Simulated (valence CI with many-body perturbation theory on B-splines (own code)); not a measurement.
## E1 transitions of Ta39+

Level of theory: configuration interaction combined with many-body perturbation theory (CI+MBPT): six valence electrons over a frozen Dirac-Fock core [Ar] 3d10, radial functions for each j: 9 s, 9 p, 8 d, 6 f, 3 g, 1 h, with the one-electron correlation potential Σ1, the two-electron term Σ2, the three-electron term Σ3, Breit, model QED; selected CI, second order for the rest, scaled by the run's own slope (own B-spline code, finite nucleus).

The last digits are not significant, and no measured levels were compared; by estimate large intervals hold to a few tenths of a per cent, small ones and those within an open d or f shell to about a per cent. Among the levels kept, up to 640 cm⁻¹ of a level comes from second order outside the variational space, and about a tenth of that is noise between levels of different J, which matters for small intervals.

Lines 1 to 50 of 85 in falling wavelength, among levels below 2314600 cm⁻¹, chosen from the strongest by gf and those to the six lowest levels. Wavelengths and rates use the calculated energies. Electric multipoles are in the length gauge with retardation, E1 and E2 with the static RPA response of the core. Weak lines are less certain than strong ones. Lines between different terms over intervals too small for the method are left out, as are lines whose strength nearly cancels. Where a level lies close to another of its J and parity, the split of strength between their lines is uncertain. The highest levels of a list are the least certain.

Levels are named by their leading jj configuration (3d3/2^4 stands for four electrons in 3d with j = 3/2), which in mixed levels can hold well under half, so a name can repeat and another be missing. Letters in brackets count levels of one name in rising energy.

| λ vac (Å) | Upper | Lower | A (s⁻¹) | S (a.u.) with core polarisation | S without |
| --- | --- | --- | --- | --- | --- |
| 1914 | (4s^2 4p1/2^2 4p3/2 4d5/2) J=1 | (4s^2 4p3/2^4) J=0 | 1.19e+04 | 1.23e-04 | 1.31e-04 |
| 600.2 | (4s 4p1/2^2 4p3/2^3) J=1 | (4s^2 4p3/2^4) J=0 | 2.15e+06 | 6.87e-04 | 7.30e-04 |
| 468.5 | (4s^2 4p3/2^4) J=0 | (4s^2 4p1/2^2 4p3/2 4d3/2) J=1 | 4.66e+05 | 2.37e-05 | 2.51e-05 |
| 237.7 | (4s^2 4p1/2 4p3/2^2 4d3/2) J=1 [a] | (4s^2 4p3/2^4) J=0 | 1.99e+07 | 3.96e-04 | 4.22e-04 |
| 207.0 | (4s^2 4p1/2^2 4p3/2 4d3/2) J=2 | (4s^2 4p1/2 4p3/2^3) J=2 | 3.92e+07 | 8.59e-04 | 9.16e-04 |
| 198.8 | (4s^2 4p1/2^2 4p3/2 4d3/2) J=1 | (4s^2 4p1/2 4p3/2^3) J=2 | 2.41e+08 | 2.80e-03 | 2.98e-03 |
| 194.8 | (4s^2 4p1/2^2 4p3/2 4d3/2) J=3 | (4s^2 4p1/2 4p3/2^3) J=2 | 3.59e+06 | 9.19e-05 | 9.66e-05 |
| 192.8 | (4s^2 4p1/2^2 4p3/2 4d3/2) J=2 | (4s^2 4p1/2 4p3/2^3) J=1 | 2.48e+07 | 4.39e-04 | 4.67e-04 |
| 185.6 | (4s^2 4p1/2^2 4p3/2 4d3/2) J=1 | (4s^2 4p1/2 4p3/2^3) J=1 | 3.38e+07 | 3.20e-04 | 3.43e-04 |
| 184.4 | (4s^2 4p1/2^2 4p3/2 4d3/2) J=0 | (4s^2 4p1/2 4p3/2^3) J=1 | 3.50e+07 | 1.08e-04 | 1.14e-04 |
| 166.9 | (4s^2 4p1/2 4p3/2^2 4d5/2) J=1 [a] | (4s^2 4p3/2^4) J=0 | 2.97e+08 | 2.04e-03 | 2.18e-03 |
| 163.9 | (4s^2 4p1/2 4p3/2^2 4d3/2) J=1 [b] | (4s^2 4p3/2^4) J=0 | 6.18e+08 | 4.03e-03 | 4.29e-03 |
| 157.8 | (4s^2 4p1/2^2 4p3/2 4d5/2) J=2 | (4s^2 4p1/2 4p3/2^3) J=2 | 1.19e+09 | 1.15e-02 | 1.23e-02 |
| 149.4 | (4s^2 4p1/2^2 4p3/2 4d5/2) J=2 | (4s^2 4p1/2 4p3/2^3) J=1 | 1.44e+09 | 1.18e-02 | 1.26e-02 |
| 149.0 | (4s^2 4p1/2 4p3/2^2 4d3/2) J=1 [c] | (4s^2 4p3/2^4) J=0 | 1.25e+08 | 6.12e-04 | 6.48e-04 |
| 133.1 | (4s^2 4p1/2^2 4p3/2 4d5/2) J=3 | (4s^2 4p1/2 4p3/2^3) J=2 | 2.30e+05 | 1.87e-06 | 2.06e-06 |
| 131.2 | (4s^2 4p1/2 4p3/2^2 4d5/2) J=1 [b] | (4s^2 4p3/2^4) J=0 | 4.78e+08 | 1.60e-03 | 1.70e-03 |
| 130.1 | (4s^2 4p1/2^2 4p3/2 4d5/2) J=1 | (4s^2 4p1/2 4p3/2^3) J=2 | 2.50e+09 | 8.14e-03 | 8.67e-03 |
| 124.5 | (4s 4p1/2^2 4p3/2^3) J=2 | (4s^2 4p1/2 4p3/2^3) J=2 | 8.10e+09 | 3.86e-02 | 4.10e-02 |
| 124.3 | (4s^2 4p1/2^2 4p3/2 4d5/2) J=1 | (4s^2 4p1/2 4p3/2^3) J=1 | 4.95e+08 | 1.41e-03 | 1.50e-03 |
| 119.2 | (4s 4p1/2^2 4p3/2^3) J=2 | (4s^2 4p1/2 4p3/2^3) J=1 | 1.10e+10 | 4.59e-02 | 4.89e-02 |
| 113.2 | (4s 4p1/2^2 4p3/2^3) J=1 | (4s^2 4p1/2 4p3/2^3) J=2 | 2.47e+10 | 5.30e-02 | 5.64e-02 |
| 108.8 | (4s 4p1/2^2 4p3/2^3) J=1 | (4s^2 4p1/2 4p3/2^3) J=1 | 7.18e+09 | 1.37e-02 | 1.46e-02 |
| 87.93 | (4s^2 4p1/2 4p3/2^2 4d3/2) J=1 [a] | (4s^2 4p1/2 4p3/2^3) J=2 | 4.71e+09 | 4.74e-03 | 5.00e-03 |
| 87.81 | (4s^2 4p1/2 4p3/2^2 4d3/2) J=2 [a] | (4s^2 4p1/2 4p3/2^3) J=2 | 1.79e+09 | 3.00e-03 | 3.16e-03 |
| 86.38 | (4s^2 4p1/2^2 4p3/2 4d3/2) J=1 | (4s^2 4p1/2^2 4p3/2^2) J=0 | 2.72e+09 | 2.60e-03 | 2.73e-03 |
| 85.65 | (4s^2 4p1/2 4p3/2^2 4d3/2) J=3 [a] | (4s^2 4p1/2 4p3/2^3) J=2 | 1.13e+09 | 2.46e-03 | 2.60e-03 |
| 85.27 | (4s^2 4p1/2 4p3/2^2 4d3/2) J=1 [a] | (4s^2 4p1/2 4p3/2^3) J=1 | 1.65e+09 | 1.51e-03 | 1.59e-03 |
| 85.22 | (4s^2 4p1/2 4p3/2^2 4d3/2) J=0 | (4s^2 4p1/2 4p3/2^3) J=1 | 8.67e+09 | 2.65e-03 | 2.78e-03 |
| 85.15 | (4s^2 4p1/2 4p3/2^2 4d3/2) J=2 [a] | (4s^2 4p1/2 4p3/2^3) J=1 | 7.91e+07 | 1.21e-04 | 1.28e-04 |
| 82.85 | (4s^2 4p1/2^2 4p3/2 4d3/2) J=2 | (4s^2 4p1/2^2 4p3/2^2) J=2 | 7.54e+09 | 1.06e-02 | 1.12e-02 |
| 81.49 | (4s^2 4p1/2^2 4p3/2 4d3/2) J=1 | (4s^2 4p1/2^2 4p3/2^2) J=2 | 9.09e+09 | 7.28e-03 | 7.66e-03 |
| 80.83 | (4s^2 4p1/2^2 4p3/2 4d3/2) J=3 | (4s^2 4p1/2^2 4p3/2^2) J=2 | 1.09e+08 | 1.98e-04 | 2.13e-04 |
| 80.38 | (4s^2 4p1/2 4p3/2^2 4d3/2) J=2 [b] | (4s^2 4p1/2 4p3/2^3) J=2 | 1.18e+09 | 1.52e-03 | 1.61e-03 |
| 78.15 | (4s^2 4p1/2 4p3/2^2 4d3/2) J=2 [b] | (4s^2 4p1/2 4p3/2^3) J=1 | 8.51e+06 | 1.00e-05 | 1.07e-05 |
| 77.85 | (4s^2 4p1/2 4p3/2^2 4d5/2) J=3 [a] | (4s^2 4p1/2 4p3/2^3) J=2 | 3.96e+08 | 6.46e-04 | 6.80e-04 |
| 75.99 | (4s^2 4p1/2 4p3/2^2 4d5/2) J=1 [a] | (4s^2 4p1/2 4p3/2^3) J=2 | 1.05e+09 | 6.83e-04 | 7.06e-04 |
| 75.73 | (4s^2 4p1/2 4p3/2^2 4d3/2) J=2 [c] | (4s^2 4p1/2 4p3/2^3) J=2 | 2.04e+09 | 2.19e-03 | 2.33e-03 |
| 75.58 | (4s^2 4p1/2 4p3/2^2 4d3/2) J=3 [b] | (4s^2 4p1/2 4p3/2^3) J=2 | 1.20e+09 | 1.78e-03 | 1.87e-03 |
| 75.38 | (4s^2 4p1/2 4p3/2^2 4d3/2) J=1 [b] | (4s^2 4p1/2 4p3/2^3) J=2 | 9.01e+08 | 5.71e-04 | 5.75e-04 |
| 74.10 | (4s^2 4p1/2 4p3/2^2 4d5/2) J=0 | (4s^2 4p1/2 4p3/2^3) J=1 | 2.18e+08 | 4.38e-05 | 4.18e-05 |
| 73.99 | (4s^2 4p1/2 4p3/2^2 4d5/2) J=1 [a] | (4s^2 4p1/2 4p3/2^3) J=1 | 4.01e+09 | 2.41e-03 | 2.51e-03 |
| 73.75 | (4s^2 4p1/2 4p3/2^2 4d3/2) J=2 [c] | (4s^2 4p1/2 4p3/2^3) J=1 | 5.28e+09 | 5.23e-03 | 5.54e-03 |
| 73.64 | (4s^2 4p1/2^2 4p3/2 4d5/2) J=2 | (4s^2 4p1/2^2 4p3/2^2) J=2 | 1.28e+10 | 1.26e-02 | 1.32e-02 |
| 73.41 | (4s^2 4p1/2 4p3/2^2 4d3/2) J=1 [b] | (4s^2 4p1/2 4p3/2^3) J=1 | 2.13e+08 | 1.25e-04 | 1.31e-04 |
| 72.07 | (4s^2 4p1/2 4p3/2^2 4d3/2) J=1 [c] | (4s^2 4p1/2 4p3/2^3) J=2 | 4.77e+09 | 2.64e-03 | 2.81e-03 |
| 70.86 | (4s^2 4p1/2 4p3/2^2 4d5/2) J=2 [a] | (4s^2 4p1/2 4p3/2^3) J=2 | 1.79e+09 | 1.57e-03 | 1.66e-03 |
| 70.26 | (4s^2 4p1/2 4p3/2^2 4d3/2) J=1 [c] | (4s^2 4p1/2 4p3/2^3) J=1 | 1.57e+10 | 8.06e-03 | 8.52e-03 |
| 70.26 | (4s^2 4p1/2^2 4p3/2 4d5/2) J=1 | (4s^2 4p1/2^2 4p3/2^2) J=0 | 1.03e+11 | 5.28e-02 | 5.55e-02 |
| 69.56 | (4s^2 4p1/2 4p3/2^2 4d5/2) J=3 [b] | (4s^2 4p1/2 4p3/2^3) J=2 | 1.38e+09 | 1.60e-03 | 1.69e-03 |
